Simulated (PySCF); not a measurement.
# HgBr₂, singlet: computed properties

These are results of B3LYP/[Hg def2-SVP with ECP60, Br def2-SVP], scalar-relativistic core potentials, density fitting, no spin–orbit coupling, PySCF, not measurements.

The structure is a minimum.

Z-matrix (Å, degrees; charge 0 multiplicity 1):
```
Hg
Br 1 2.4429
Br 1 2.4429 2 180.00
```

| Quantity | Value |
| --- | --- |
| Point group | D∞h |
| Bond lengths | Hg–Br 2.443 Å (×2) |
| Bond angles | Br–Hg–Br 180.0° |
| Dipole moment | 0.00 D |
| Zero-point energy | 3.7 kJ/mol |
| Rotational symmetry number | 2 |
| Heat capacity Cp at 298.15 K | 60.5 J/(mol K) |
| Principal quadrupole moments (Buckingham, traceless) about the centre of mass | -7.05, 3.53, 3.53 D Å |
| Entropy at 298.15 K and 1 bar | 313.6 J/(mol K) |
| Rotational constants | 0.0179 cm⁻¹ |
| Enthalpy at 298.15 K above 0 K | 15.53 kJ/mol |
| Principal polarisabilities | 38.7, 38.7, 116.1 bohr³ |
| Lowest empty level | -2.99 eV |
| Highest occupied level | -7.96 eV |
| Atomisation energy without zero-point energy | 332 kJ/mol |

Harmonic modes (masses in u: Hg 201.971, Br 78.918):
```tsv
symmetry	ω (cm⁻¹)	IR (km/mol, summed over degenerate members)
πu	66	3.5
σg+	204	0.0
σu+	274	27.0
```

In D∞h the vibrations span πu + σg+ + σu+. The σg+ mode carries no infrared intensity, as symmetry demands. With a centre of inversion only u modes can be infrared active and only g modes Raman active.

Charges (e):
```csv
atom,Mulliken,Löwdin,polar tensor,Mayer order to Hg1
Hg1,0.48,0.13,0.79,–
"Br2,3",-0.24,-0.07,-0.39,0.93
```

Mulliken populations on Hg1 (electrons outside its core potential): s 3.17, p 6.39, d 9.96, f 0.01.

Counting electrons, mercury keeps none of its valence electrons outside its bonds, so the VSEPR class is AX2 and the expected shape is linear (D∞h), as computed.

Stability towards spin polarisation was not tested. Spin–orbit coupling, left out here, can matter for elements this heavy.

The final relaxation and frequency run took 35 s on 2 threads of a shared Arm Neoverse N1 host, with 96 basis functions and 6 gradients; the process peaked at 0.96 GiB. Launch command: `OMP_NUM_THREADS=2 python axn.py task.json out`.
